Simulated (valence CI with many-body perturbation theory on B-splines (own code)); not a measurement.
Ladder of approximations for Hf22+

Computed by configuration interaction combined with many-body perturbation theory (CI+MBPT): four valence electrons over a frozen Dirac-Fock core [Kr] 4d10, a basis of 8 s, 8 p, 9 d, 9 f, 6 g, 3 h, 2 i functions for each j, with the one-electron correlation potential Σ1 (screened to all orders), the two-electron term Σ2, the three-electron term Σ3, Breit, model QED; selected single and double excitations, second order for the rest, scaled by the run's own slope (own B-spline code, finite nucleus).

No measured levels were compared; by estimate terms of the open shell hold to a few per cent of their energy, and close levels can change places. Core correlation moves these levels by up to 3300 cm⁻¹, and in measured spectra 5 to 20 % of such shifts remained as error; rates that hang on mixing are uncertain with them. Only levels of the ground parity were solved; by the run's estimate the other parity begins above the list, which can be wrong where configurations are misplaced.

Each rung adds one term. CI alone is the Dirac-Coulomb CI over the frozen core; QED comes last and gives the full result, which names the levels. Energies are above 4f⁴ ⁵I_4 on the same rung, in eV.

Names give the largest LS component (configuration and term), which can be under half, so a name can repeat, a term be missing and a line seem to break the LS rules; names also repeat where a configuration has a term twice. Letters in brackets count levels of one name in rising energy.

```
       Level  CI alone       Σ1       Σ2       Σ3    Breit      QED   Full
    4f⁴ ⁵I_5     1.316  +0.0454  +0.0822  +0.0067  -0.1100  +0.0075  1.347
    4f⁴ ⁵I_6     2.538  +0.0787  +0.1327  +0.0073  -0.2130  +0.0126  2.557
    4f⁴ ⁵I_7     3.624  +0.0996  +0.1519  +0.0011  -0.2967  +0.0154  3.596
    4f⁴ ⁵F_2     4.231  +0.0141  -0.2545  +0.0582  +0.0451  -0.0006  4.094
    4f⁴ ⁵F_1     4.504  +0.0514  -0.1587  +0.0685  -0.0249  +0.0064  4.447
    4f⁴ ⁵I_8     4.595  +0.1114  +0.1554  -0.0086  -0.3667  +0.0168  4.503
4f⁴ ³G_4 [a]     4.982  +0.0325  -0.1045  -0.0040  -0.0348  +0.0028  4.874
    4f⁴ ⁵F_3     5.275  +0.0639  -0.1389  +0.0601  -0.0835  +0.0082  5.185
    4f⁴ ⁵S_2     5.787  +0.0755  -0.1048  -0.0835  -0.0908  +0.0100  5.593
    4f⁴ ⁵G_2     5.941  +0.0515  -0.3229  +0.0728  -0.0349  +0.0056  5.713
    4f⁴ ⁵G_3     6.183  +0.0555  -0.2341  +0.0500  -0.0412  +0.0059  6.019
4f⁴ ³K_6 [a]     6.136  +0.0844  +0.0561  -0.0552  -0.1992  +0.0115  6.034
    4f⁴ ³L_7     6.678  +0.0891  -0.0020  -0.0285  -0.2473  +0.0119  6.501
4f⁴ ⁵F_5 [a]     6.616  +0.0895  -0.0837  +0.0362  -0.1676  +0.0118  6.502
    4f⁴ ⁵F_4     6.682  +0.1058  -0.0664  +0.0430  -0.1662  +0.0146  6.613
    4f⁴ ³M_8     7.315  +0.0927  -0.0487  +0.0012  -0.3017  +0.0123  7.071
    4f⁴ ⁵G_4     7.957  +0.1102  -0.1243  +0.0125  -0.1577  +0.0147  7.812
4f⁴ ⁵F_5 [b]     8.023  +0.1320  -0.0225  +0.0261  -0.2378  +0.0184  7.939
    4f⁴ ³D_2     8.043  +0.1072  -0.0373  +0.0321  -0.1230  +0.0140  8.036
4f⁴ ³G_3 [a]     8.122  +0.1121  -0.0575  +0.0499  -0.1518  +0.0149  8.090
    4f⁴ ³P_1     8.694  +0.1155  +0.0127  -0.0193  -0.1301  +0.0150  8.687
4f⁴ ¹D_2 [a]     9.074  +0.1042  -0.0161  -0.0629  -0.1078  +0.0126  9.004
    4f⁴ ⁵G_5     9.218  +0.1404  -0.0665  -0.0014  -0.2447  +0.0192  9.065
    4f⁴ ³L_8     9.414  +0.1241  -0.0067  -0.0248  -0.3547  +0.0166  9.169
    4f⁴ ⁵G_6     9.387  +0.1408  -0.0683  +0.0159  -0.2822  +0.0192  9.212
    4f⁴ ³K_7     9.296  +0.1533  +0.1207  -0.0394  -0.3392  +0.0221  9.213
    4f⁴ ³M_9     9.655  +0.1243  -0.0997  +0.0246  -0.3971  +0.0164  9.323
    4f⁴ ³P_0     9.378  +0.1074  -0.1503  +0.0516  -0.0654  +0.0119  9.333
    4f⁴ ³D_3     9.476  +0.1243  -0.0569  +0.0394  -0.1593  +0.0157  9.439
4f⁴ ³F_4 [a]     9.601  +0.1184  -0.0590  -0.0528  -0.1752  +0.0148  9.447
    4f⁴ ³I_5     9.788  +0.0956  -0.1826  -0.0520  -0.1506  +0.0110  9.509
```

The middle columns are the shifts that each term adds.

Problem. How does the ionisation energy move along the ladder, and which term matters most?

Solution. CI alone 616.60, + Σ1 619.90, + Σ2 628.01, + Σ3 628.06, + Breit 628.04, + QED 628.08 eV. The largest step is Σ2, 8.11 eV. NIST lists 650 ± 30 eV (theoretical).
